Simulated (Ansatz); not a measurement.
CH7GaSi, SMILES `C[SiH2][GaH2]` at its PBE0-D4/def2-TZVP geometry, where that method's forces vanish. Total charge 0; spin multiplicity 1.

```xyz
10

C     1.1374    0.7129   -0.9089
Si    0.2944   -0.7126   -0.0194
Ga   -1.7301   -0.1051    1.1468
H     2.0446    0.3758   -1.4152
H     1.4128    1.5008   -0.2043
H     0.4723    1.1508   -1.6564
H     1.2421   -1.3190    0.9639
H    -0.0314   -1.7916   -1.0003
H    -2.2851    1.3711    1.1497
H    -2.5570   -1.1832    1.9442
```

Q: What forces (eV/Å) does B3LYP-D4/def2-TZVPP give on these atoms in Ansatz 0.2.0? (An estimate is asked.)

A: Computed: 
```
C1   0.045  0.079 -0.048
Si2  0.054 -0.195  0.012
Ga3 -0.048  0.019  0.027
H4  -0.038  0.033  0.017
H5  -0.006 -0.027 -0.044
H6   0.042 -0.009  0.029
H7  -0.051  0.035 -0.055
H8   0.019  0.061  0.053
H9  -0.009 -0.005  0.007
H10 -0.007  0.010  0.002
```

B3LYP here is the variant with VWN-RPA as its local correlation; programs differ in this.
